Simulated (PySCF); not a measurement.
`C=C/C=C/C=C/Br`, C6H7Br

Geometry:
```csv
atom,x (Å),y (Å),z (Å)
C1,-2.880,1.038,0.754
C2,-1.885,0.153,0.785
C3,-0.558,0.434,0.309
C4,0.449,-0.456,0.338
C5,1.771,-0.168,-0.139
C6,2.763,-1.059,-0.105
Br7,4.500,-0.677,-0.734
H8,-3.865,0.801,1.117
H9,-2.738,2.032,0.361
H10,-2.053,-0.839,1.184
H11,-0.387,1.426,-0.089
H12,0.279,-1.449,0.736
H13,1.947,0.822,-0.539
H14,2.657,-2.060,0.280
```

Computed with GIAO PBE/pcSseg-1 magnetisability, rotational g tensor and spin-rotation constants, non-relativistic, gas phase in PySCF 2.14.0. Geometry: GFN2-xTB.

The calculation is non-relativistic, which matters for the atoms heavier than Zn.

Question: Give the nuclear spin-rotation constants along the inertial axes (H = +C I·J) beside the isotropic shieldings.

Answer: Rotational constants 19.6343, 0.4049, 0.3967 GHz. A star marks the isotopologue with that one atom substituted, in its own axes.
| atom | isotope | Caa (kHz) | Cbb (kHz) | Ccc (kHz) | mean (kHz) | σ (ppm) |
| --- | --- | --- | --- | --- | --- | --- |
| Br7 | 79Br | 21.628 | 0.883 | 0.822 | 7.778 | 1954.2 |
| H8 | 1H | 1.237 | -0.029 | -0.046 | 0.387 | 26.2 |
| H9 | 1H | -1.936 | 0.039 | -0.048 | -0.648 | 26.1 |
| H10 | 1H | -1.832 | 0.043 | -0.047 | -0.612 | 25.1 |
| H11 | 1H | -1.807 | 0.043 | -0.050 | -0.605 | 25.3 |
| H12 | 1H | -1.807 | 0.042 | -0.050 | -0.605 | 25.4 |
| H13 | 1H | -1.797 | 0.044 | -0.048 | -0.601 | 24.8 |
| H14 | 1H | -1.972 | 0.038 | -0.043 | -0.659 | 25.2 |
| C1 | 13C* | 7.363 | 0.164 | 0.057 | 2.528 | 57.7 |
| C2 | 13C* | 7.581 | 0.192 | 0.062 | 2.612 | 38.3 |
| C3 | 13C* | 7.542 | 0.179 | 0.071 | 2.597 | 41.9 |
| C4 | 13C* | 7.432 | 0.176 | 0.067 | 2.558 | 46.8 |
| C5 | 13C* | 7.426 | 0.189 | 0.074 | 2.563 | 37.2 |
| C6 | 13C* | 7.363 | 0.163 | 0.077 | 2.534 | 48.4 |

For the geometry as given, no vibrational averaging.

Question: How do the rotational constants and the g tensor change when H8, H9, H10, H11, H12, H13, H14 are replaced by deuterium?

Answer: Constants 13.1082, 0.3760, 0.3655 GHz; g -0.1411, -0.0070, -0.0005, against -0.2112, -0.0075, -0.0004 before.
